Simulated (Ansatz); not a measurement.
Reactions of C4H6O, SMILES `CC=CC=O`.

Gas-phase electronic energies from Ansatz, PBE0-D4/def2-TZVP geometries. CBS: MP2 limit from def2 TZ/QZ plus the TZ coupled-cluster correction, frozen cores. This one scheme is used for every species, atoms too. For atomizations the MP2-based limit and the directly extrapolated one differ by several kJ/mol either way, and by 10 to 25 for some Ge, Se and Sn compounds, so smaller differences from it don't rank the levels. Double bonds are as drawn, so ΔE can hold a change between cis and trans. DFT in def2-TZVPP. No spin–orbit coupling; open shells (•) take unrestricted orbitals. Spin–orbit coupling would lower the free atoms: a little for C, O. Elements past krypton have def2 core potentials. For Sn, Ti outer-core shells are correlated without core-valence functions, so the limit isn't a true one: a few kJ/mol of doubt a bond, and 10 to 20 or more in all where bonds break to atoms. Scalar relativity is left out up to krypton. Each species was taken in one conformer, which may not be the lowest.

```
                                                                          reaction  CCSD(T)/CBS(def2) (kcal/mol)
                                                           `C/C=C\C=O` → `C=COC=C`                             ?
                                                            `C/C=C\C=O` → `CC#COC`                          40.6
                                                        `C/C=C\C=O` → `CC1(O)C=C1`                          37.9
                                                         `C/C=C\C=O` → `C=C/C=C\O`                           6.9
                                                         `C/C=C\C=O` → `C=C=C(C)O`                             ?
                                             `C/C=C\C=O` + H₂O → `C/C=C/O` + `C=O`                          18.0
                             `C/C=C\C=O` + `[OH][SnH3]` → `O=C[O][SnH3]` + propene                         -15.1
                                                          `C/C=C\C=O` → `C1=COCC1`                           2.2
`C/C=C\C=O` + `[OH][Ti]([OH])([F])[F]` → `[OH][Ti-]1([F])([F])[O]C=CC=[O+]1` + CH₄                         -16.1
                                                    `C/C=C\C=O` → 4 C• + 6 H• + O•                             ?
```

Question: Fill in the missing values. (Estimate.)

Answer: The calculation gave: `C/C=C\C=O` → `C=COC=C`: +19.1 kcal/mol; `C/C=C\C=O` → `C=C=C(C)O`: +20.5 kcal/mol; `C/C=C\C=O` → 4 C• + 6 H• + O•: +1120.5 kcal/mol.

Largest T1 diagnostic: 0.023, for `[OH][Ti-]1([F])([F])[O]C=CC=[O+]1`.
